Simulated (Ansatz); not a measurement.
A nudged elastic band was laid between two geometries of C$_{2}$H$_{3}$OSi (7 atoms, charge 0, multiplicity 2).

All numbers below come from Ansatz, UKS r2SCAN-D4/def2-SVP.

```
movable images  : 9
climbing image  : yes
spring          : 5.0 eV/Å²
optimiser       : quadratic models (default)
start path      : through a guess of the saddle point
force threshold : 0.03 eV/Å
iteration limit : 53
end points      : relaxed
```

First end point:

```xyz
7
Properties=species:S:1:pos:R:3
C 0.510 -1.811 0.767
C 0.211 -0.647 0.518
Si -0.002 1.129 0.171
O -0.472 1.436 -1.402
H 0.748 -2.836 0.989
H -1.046 1.725 1.048
H 0.051 1.005 -2.090
```

Last end point:

```xyz
7
Properties=species:S:1:pos:R:3
C 0.549 -1.745 0.567
C -0.087 -0.702 0.760
Si -1.060 0.821 1.114
O -0.544 1.407 -0.862
H 1.094 -2.659 0.413
H 0.013 2.201 -0.839
H 0.035 0.677 -1.153
```

(1) What changes between the two ends?

(2) Give the energies along the band, and the barrier.

(3) What is the geometry of the highest image?

Results:

(1) Bonds broken: Si3–H6. Bonds formed: O4–H6.

(2) The forces met the threshold. The highest image is number 4 of 0 to 10, 243.3 kJ/mol above the first end and 94.7 kJ/mol above the last; the last end lies 148.6 kJ/mol above the first. Beside the main top the profile has a ripple of under 15 meV (maxima at images 1, 4), which may be a very shallow well or noise. Neighbouring images differ by up to 1.8 eV, so the band resolves the path poorly. A vibrational analysis at the climbing image gives one clearly imaginary mode, 1337i cm⁻¹: a first-order saddle point.

| image | path coordinate (Å) | energy (kJ/mol) | Si3–H6 (Å) | O4–H6 (Å) |
| --- | --- | --- | --- | --- |
| 0 | 0.00 | 0.0 | 1.49 | 2.53 |
| 1 | 0.70 | 5.7 | 1.49 | 2.57 |
| 2 | 1.40 | 4.5 | 1.50 | 2.64 |
| 3 | 2.10 | 68.2 | 1.48 | 2.11 |
| 4 | 2.80 | 243.3 | 1.67 | 1.33 |
| 5 | 3.44 | 162.0 | 2.39 | 0.97 |
| 6 | 4.07 | 160.1 | 2.62 | 0.97 |
| 7 | 4.71 | 158.7 | 2.62 | 0.97 |
| 8 | 5.35 | 154.3 | 2.62 | 0.97 |
| 9 | 5.99 | 150.2 | 2.63 | 0.97 |
| 10 | 6.63 | 148.6 | 2.62 | 0.97 |

(3) 
```xyz
7
Properties=species:S:1:pos:R:3
C 0.491 -1.929 0.885
C 0.415 -0.738 0.593
Si 0.532 1.079 0.366
O -0.494 1.119 -1.265
H 0.534 -2.978 1.121
H -1.038 1.420 -0.090
H -0.440 2.028 -1.611
```

Run time: 9 min on 2 threads of AMD EPYC 9R14 (Zen 4) (shared host), peak memory 0.22 GiB.
